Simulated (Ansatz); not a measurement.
Geometry optimisation, Ansatz 0.2.0, RKS B3LYP/def2-SVP.

Input:

```yaml
crystal:
  periodic: [false, false, false]
  atoms:
    - { symbol: C, position_ang: [0.4943, -1.561, -0.6181] }
    - { symbol: O, position_ang: [-0.7164, -0.8314, -0.2194] }
    - { symbol: C, position_ang: [-0.471, 0.5532, -0.2294] }
    - { symbol: F, position_ang: [-0.064, 1.1678, -1.4317] }
    - { symbol: "N", position_ang: [-1.4103, 1.2607, 0.5194] }
    - { symbol: B, position_ang: [0.0485, 1.2067, 1.1205] }
    - { symbol: I, position_ang: [1.4032, 1.0555, 2.8726] }
    - { symbol: H, position_ang: [0.2812, -2.5888, -0.597] }
    - { symbol: H, position_ang: [0.7157, -1.2449, -1.6378] }
    - { symbol: H, position_ang: [1.3059, -1.3083, 0.0726] }
    - { symbol: H, position_ang: [-1.5217, 2.2336, 0.1689] }
basis:
  gaussian: { orbitals: def2-SVP }
hamiltonian:
  xc: b3lyp
relax:
  f_tol: 0.015
  max_steps: 40
```

Launched with:

```bash
$ ansatz run input.yaml --threads 2 --pin off --max-ram 3072MiB --backend cpu --events-out ev --progress --plain --runs-dir out
```

Question: Where does it end, and by what steps?

Answer: It converged. After 13 steps the energy has fallen by 1.656 eV; H11 moved furthest, 0.77 Å.

```csv
step,energy less start (eV),largest force component (eV/Å),accepted
0,0.0000,2.523,yes
1,-0.7688,2.486,yes
2,-1.1515,1.158,yes
3,-1.3251,0.864,yes
4,-1.4699,1.093,yes
5,-1.5792,0.778,yes
6,-1.6277,0.282,yes
7,-1.6436,0.414,yes
8,-1.6515,0.203,yes
9,-1.6543,0.101,yes
10,-1.6554,0.144,yes
11,-1.6555,0.061,yes
12,-1.6552,0.115,no
13,-1.6557,0.007,yes
```

```xyz
11
Properties=species:S:1:pos:R:3
C 0.387 -1.621 -0.746
O -0.623 -0.697 -0.374
C -0.190 0.581 -0.161
F 0.258 1.123 -1.351
N -1.065 1.416 0.584
B 0.142 1.255 1.203
I 1.254 1.784 2.919
H -0.099 -2.600 -0.856
H 0.855 -1.340 -1.704
H 1.172 -1.690 0.029
H -2.025 1.733 0.478
```

Run time: 2.2 min on 2 threads of Intel(R) Xeon(R) Platinum 8259CL CPU @ 2.50GHz (Skylake/Cascade Lake) (shared host), peak memory 0.41 GiB.
